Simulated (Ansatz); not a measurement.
`C=[CH][Zn][CH3]` + H₂ → `C=[CH][ZnH]` + CH₄ at 500 K and 1 bar (hydrogenolysis of a Zn–C bond).

Program: Ansatz. Geometries: PBE0-D4/def2-TZVP. ΔE: electronic, gas phase. CCSD(T)/CBS is the MP2 limit (def2-TZVPP, def2-QZVPP) plus CCSD(T) − MP2 in def2-TZVPP, frozen cores. This one scheme is used for every species. For Zn outer-core shells are correlated without core-valence functions, which leaves a few kJ/mol of doubt a bond. Scalar relativity is left out up to krypton. Each species was taken in one conformer, which may not be the lowest.

| species | CCSD(T)/CBS energy (Eh) | H − E (kJ/mol) | S (J/(mol·K)) |
| --- | --- | --- | --- |
| `C=[CH][Zn][CH3]` | -1896.11290 | 243.7 | 401.4 |
| H₂ | -1.17544 | 41.0 | 145.5 |
| `C=[CH][ZnH]` | -1856.83987 | 155.4 | 326.9 |
| CH₄ | -40.46206 | 135.6 | 206.8 |

H − E and S are ideal-gas, rigid-rotor, harmonic terms from PBE0-D4/def2-TZVP, for one conformer and one mirror image of each species. For small species the MP2-based limit differs from directly extrapolated CCSD(T) by up to some mEh (0.8 for H₂); such offsets cancel only in part. 1 Eh = 2625.50 kJ/mol, R = 8.31446 J/(mol·K).

**Question.** By hand: ΔE, ΔH, ΔS and ΔG.

**Answer.** ΔE = (-1856.83987) + (-40.46206) − (-1896.11290) − (-1.17544) = -0.01359 Eh = -35.7 kJ/mol. Δ(H − E) = 155.4 + 135.6 − 243.7 − 41.0 = 6.3, so ΔH = -29.4 kJ/mol. ΔS = 326.9 + 206.8 − 401.4 − 145.5 = -13.2 J/(mol·K). ΔG = -29.4 − 500 × (-13.2)/1000 = -22.8 kJ/mol.

**Question.** By hand: the equilibrium constant, and the temperature at which ΔG would vanish if ΔH and ΔS stayed fixed.

**Answer.** log₁₀ K = −ΔG/(RT ln 10) = 2.4. ΔG = 0 at ΔH/ΔS = 2227 K, though so small a ΔS makes that figure unsure.

The number of gas molecules stays the same, so ΔS is small and ΔH decides. A doubt of 5 kJ/mol in ΔE shifts log₁₀ K by 0.5 here. Other conformers and mirror images would add mixing entropy, several J/(mol·K) or more a flexible species. Modes under 60 cm⁻¹, often nearly free rotors, make the harmonic entropy too high. These are equilibria of isolated gas molecules and say nothing of rates. Largest T1 diagnostic: 0.015 (customary marks: 0.02 for closed shells, 0.045 for open ones).
